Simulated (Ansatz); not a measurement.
Cost and result for the atomization energy of CH₅ClN₂Si₂, SMILES `N=C1N([SiH3])[SiH]1Cl` (11 atoms, 11 bonds).

```xyz
11

N     2.272   -0.500   -0.207
C     1.292    0.256   -0.006
N    -0.122    0.172   -0.025
Si   -1.257   -1.110   -0.327
Si    0.385    1.757    0.417
Cl    0.086    2.382    2.327
H     1.991   -1.451   -0.453
H    -1.007   -1.694   -1.670
H    -2.613   -0.517   -0.264
H    -1.113   -2.179    0.694
H     0.086    2.884   -0.486
```

The species carries charge 0 and has multiplicity 1. The geometry is a stationary point of PBE0-D4/def2-TZVP. It is one conformer, not always the lowest. Program: Ansatz. All runs use 4 threads of a server CPU on a shared host. Times are those of one run each, without the atoms' runs, and a repeat can differ threefold. Electronic energies, without spin–orbit coupling; frozen cores. CCSD(T)/CBS adds CCSD(T) − MP2 in def2-TZVPP to the MP2 limit, and its time is that of the two runs behind it. T1 = 0.014. B3LYP takes the VWN-RPA correlation (the form of Gaussian; ORCA's B3LYP/G). HSE06 is the plane-wave form, built on full-range PBE exchange.

CCSD(T)/CBS is a level of theory with its own doubt, some kJ/mol a heavy atom from the limit and from the frozen cores, so smaller differences don't rank the functionals.

```
                            level  functions  wall time
             revPBE-D4/def2-TZVPP        289      3.3 s
               BLYP-D4/def2-TZVPP        289      3.4 s
  PBE-D4/def2-TZVPP (with forces)        289        4 s
              HSE06-D4/def2-TZVPP        289        6 s
B3LYP-D4/def2-TZVPP (with forces)        289        9 s
                 CCSD(T)/def2-SVP        121        9 s
            r2SCANh-D4/def2-TZVPP        289      9.5 s
                B2PLYP/def2-TZVPP        289      9.5 s
              PBE-QIDH/def2-TZVPP        289      9.5 s
                B97M-V/def2-TZVPP        289       14 s
                   MP2/def2-QZVPP        531       33 s
               CCSD(T)/def2-TZVPP        289    5.5 min
                CCSD(T)/CBS(def2)          –    6.1 min
```

(1) What atomization energy does each give, and how far from CCSD(T)/CBS? (An estimate is asked.)

Results:

(1) Ansatz gave: 
| level | atomization (kcal/mol) | difference from CCSD(T)/CBS | per bond |
| --- | --- | --- | --- |
| revPBE-D4/def2-TZVPP | 923.7 | 3.3 | 0.3 |
| BLYP-D4/def2-TZVPP | 928.6 | 8.2 | 0.7 |
| PBE-D4/def2-TZVPP (with forces) | 947.7 | 27.3 | 2.5 |
| HSE06-D4/def2-TZVPP | 924.9 | 4.5 | 0.4 |
| B3LYP-D4/def2-TZVPP (with forces) | 924.6 | 4.2 | 0.4 |
| CCSD(T)/def2-SVP | 843.5 | -76.9 | -7.0 |
| r2SCANh-D4/def2-TZVPP | 915.6 | -4.8 | -0.4 |
| B2PLYP/def2-TZVPP | 910.9 | -9.5 | -0.9 |
| PBE-QIDH/def2-TZVPP | 912.2 | -8.2 | -0.7 |
| B97M-V/def2-TZVPP | 929.4 | 9.0 | 0.8 |
| MP2/def2-QZVPP | 928.5 | 8.1 | 0.7 |
| CCSD(T)/def2-TZVPP | 887.5 | -32.9 | -3.0 |
| CCSD(T)/CBS(def2) | 920.4 | 0.0 | 0.0 |

From r2SCAN to r2SCAN0 (25 % exact exchange), in def2-TZVPP and without D4, the atomization energy moves by −20.8 kcal/mol: exact exchange takes away binding that semilocal exchange gives to molecules. At CCSD(T), def2-SVP lies −76.9 kcal/mol from the extrapolated value and def2-TZVPP −32.9 kcal/mol: correlation converges slowly with the basis, and small sets miss more of it in the bonded molecule than in its fragments. In def2-TZVPP, CCSD(T) changes the Hartree–Fock value by +265.2 kcal/mol (the triples alone add +19.7 kcal/mol) and MP2 by +286.4 kcal/mol; breaking electron pairs costs correlation energy, which Hartree–Fock lacks.
